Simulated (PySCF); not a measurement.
**Worked example: oscillator strength and radiative lifetime**

C4H4, SMILES C1=CC=C1.

Geometry optimised at PBE0-D3(BJ)/def2-SVP.

PySCF 2.14.0 with TDDFT-PBE/def2-SVPD puts the first singlet state with f over 0.02 at 5.46 eV (vertical), with the transition dipole (0.388, 0.000, 0.000) in atomic units.

Find the oscillator strength, the wavelength and the radiative lifetime that this transition would have in vacuum if emission retraced absorption.


|μ|² = 0.1505 au, so |μ| = 0.99 D. ΔE = 5.46/27.211 = 0.2007 hartree. f = (2/3) ΔE |μ|² = 0.020 (the program prints 0.020).
λ = 1239.84/5.46 = 227 nm; ν = 44038 cm⁻¹.
Einstein's coefficient A = 0.6670 ν² f s⁻¹ (ν in cm⁻¹) = 2.6e7 s⁻¹, so τ = 1/A = 38 ns. This state is S4; the lower singlets have f = 0.000, 0.001, 0.000. The figure is the radiative limit of this one transition; relaxation, internal conversion, crossing to triplets and a medium change what is measured.
